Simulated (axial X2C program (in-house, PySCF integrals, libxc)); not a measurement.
## Density and ELF of KN⁺

Computed with an in-house relativistic program for diatomic molecules. Spin-free means the one-electron spin-free X2C Hamiltonian. Basis: K dyall-cv3z [11s12p6d3f], N dyall-av3z [7s7p3d2f] (cores contracted in-house); Gaussian nuclei, density fitting, unrestricted open shells. Masses: K 38.964 u, N 14.003 u.

PBE0, scalar-relativistic, state M_S = 3/2, Λ = 0 (beyond evenly filled blocks: σα, π+α, π-α); K at z = 0, N at z = 3.137 Å.

The maps cover the half plane through the axis: z from -2.4 to 5.4 Å along the bond, ρ from 0.15 to 2.25 Å away from it.

log10 of the density in e/bohr³:

```
 ρ\z  -2.4  -1.8  -1.2  -0.6   0.0   0.6   1.2   1.8   2.4   3.0   3.6   4.2   4.8   5.4
0.15  -4.5  -3.1  -1.7  -0.4   1.4  -0.4  -1.7  -2.0  -0.9   0.2  -0.5  -1.6  -2.9  -4.0
0.45  -4.6  -3.2  -1.9  -0.7  -0.2  -0.7  -1.9  -2.1  -1.2  -0.5  -0.8  -1.8  -3.0  -4.1
0.75  -4.8  -3.5  -2.2  -1.1  -0.7  -1.1  -2.2  -2.4  -1.5  -1.0  -1.2  -2.1  -3.2  -4.2
1.05  -5.1  -3.8  -2.6  -1.7  -1.3  -1.7  -2.6  -2.7  -2.0  -1.6  -1.8  -2.5  -3.4  -4.4
1.35  -5.4  -4.2  -3.1  -2.4  -2.0  -2.4  -3.1  -3.1  -2.5  -2.2  -2.3  -2.9  -3.8  -4.7
1.65  -5.8  -4.6  -3.7  -3.0  -2.8  -3.0  -3.6  -3.5  -3.0  -2.8  -2.9  -3.4  -4.1  -5.0
1.95  -6.2  -5.2  -4.3  -3.7  -3.5  -3.7  -4.1  -3.9  -3.5  -3.3  -3.4  -3.9  -4.5  -5.3
2.25  -6.7  -5.7  -4.9  -4.4  -4.2  -4.4  -4.6  -4.4  -4.0  -3.9  -4.0  -4.4  -4.9  -5.6
```

Electron localisation function (collinear form, no current term, damped to 0 at low density):

```
 ρ\z  -2.4  -1.8  -1.2  -0.6   0.0   0.6   1.2   1.8   2.4   3.0   3.6   4.2   4.8   5.4
0.15  0.00  0.05  0.60  0.86  0.83  0.86  0.33  0.18  0.88  0.21  0.83  0.75  0.21  0.00
0.45  0.00  0.04  0.51  0.88  0.38  0.88  0.23  0.15  0.86  0.82  0.89  0.70  0.17  0.00
0.75  0.00  0.02  0.35  0.81  0.88  0.81  0.10  0.10  0.79  0.88  0.85  0.58  0.11  0.00
1.05  0.00  0.00  0.17  0.60  0.75  0.58  0.03  0.06  0.63  0.78  0.72  0.39  0.05  0.00
1.35  0.00  0.00  0.05  0.28  0.43  0.25  0.01  0.03  0.39  0.55  0.47  0.18  0.01  0.00
1.65  0.00  0.00  0.01  0.07  0.13  0.05  0.00  0.01  0.16  0.26  0.20  0.05  0.00  0.00
1.95  0.00  0.00  0.00  0.01  0.02  0.01  0.00  0.00  0.04  0.07  0.04  0.01  0.00  0.00
2.25  0.00  0.00  0.00  0.00  0.00  0.00  0.00  0.00  0.00  0.01  0.00  0.00  0.00  0.00
```

Axial spin density in 10⁻³ e/bohr³:

```
 ρ\z  -2.4  -1.8  -1.2  -0.6  0.0  0.6  1.2  1.8   2.4    3.0    3.6   4.2  4.8  5.4
0.15   0.0   0.0   0.1   0.5  0.2  0.1  0.6  5.5  58.2  365.4  193.4  14.3  1.0  0.1
0.45   0.0   0.0   0.0   0.1  0.2  0.1  0.5  4.2  36.6  193.2   99.3   9.9  0.8  0.1
0.75   0.0   0.0   0.0   0.0  0.1  0.0  0.4  2.6  16.6   57.4   34.3   5.1  0.5  0.1
1.05   0.0   0.0   0.0   0.0  0.0  0.0  0.2  1.3   6.2   15.5   10.3   2.2  0.3  0.0
1.35   0.0   0.0   0.0   0.0  0.0  0.0  0.1  0.6   2.2    4.3    3.0   0.8  0.1  0.0
1.65   0.0   0.0   0.0   0.0  0.0  0.0  0.1  0.2   0.7    1.2    0.9   0.3  0.1  0.0
1.95   0.0   0.0   0.0   0.0  0.0  0.0  0.0  0.1   0.2    0.4    0.3   0.1  0.0  0.0
2.25   0.0   0.0   0.0   0.0  0.0  0.0  0.0  0.0   0.1    0.1    0.1   0.0  0.0  0.0
```

The state is one determinant whose occupation by symmetry is held fixed; it was picked as the lowest of a PBE0 search that is not exhaustive.
